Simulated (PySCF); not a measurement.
C3H6BClO.

```xyz
12

B      0.0634    -0.2341     0.8070
C      0.0778    -1.0612    -0.5420
C      0.1651    -0.1620    -1.7471
C      1.1793    -0.1298    -2.6160
H     -0.8682    -1.6350    -0.5807
H      0.9021    -1.7956    -0.5527
H     -0.6729     0.5327    -1.8773
H      2.0402    -0.8006    -2.5217
H      1.1847     0.5672    -3.4581
Cl    -1.2308     0.9556     1.0867
O      0.9774    -0.3534     1.7903
H      1.6686    -0.9977     1.5894
```

The structure is a stationary point at B3LYP-D3(BJ)/def2-SVP. One conformer was computed; it need not be the lowest.

Level of theory: KT2/pcSseg-1 in PySCF. Non-relativistic, no solvent.

Problem. Give the absolute GIAO shielding of each atom: isotropic value and principal components (ppm). (Estimate from the structure and the level; the computed values follow.)

Solution. 
```
atom  σ(iso)    σ11    σ22    σ33   span
----  ------  -----  -----  -----  -----
B1      61.5   41.5   59.3   83.9   42.4
C2     147.5  130.8  153.0  158.8   28.0
C3      50.5  -55.4   56.0  151.0  206.4
C4      70.6  -28.8   91.0  149.6  178.5
H5      28.9   26.3   27.4   32.9    6.6
H6      29.8   26.9   29.5   32.8    5.9
H7      25.2   22.7   23.8   29.1    6.5
H8      26.2   23.2   25.5   29.8    6.6
H9      26.2   23.3   24.9   30.3    7.0
Cl10   801.3  569.6  897.7  936.6  367.0
O11    145.3    6.7  189.8  239.3  232.5
H12     26.0   21.2   23.5   33.2   12.0
```
